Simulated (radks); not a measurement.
Q: The mean radii <r> (bohr) of the occupied orbitals of an atom or ion are listed with their occupations. Method: non-relativistic Kohn-Sham, revTPSS, spin-polarised, spherical densities, point nucleus; meta-GGA in the generalised Kohn-Sham scheme; computed with a radial shooting solver on a logarithmic mesh with Libxc functionals.

orbital  occ.      <r>
1s up       1  0.08145
1s down     1  0.08144
2s up       1   0.3883
2s down     1   0.3880
2p up       3   0.3503
2p down     3   0.3501
3s up       1    1.171
3s down     1    1.184
3p up       3    1.236

Name the element and its charge. Open shells, if any, are filled with parallel spins first.

A: Z = 19, potassium, charge +4: K4+ in [Ne] 3s2 3p3. The 1s radius gives Z: for a bare nucleus <r> = 1.5/Z, 0.07895 bohr for Z = 19, and screening makes it slightly larger (0.08145 here). The occupations add up to 15, and the charge is Z minus that.
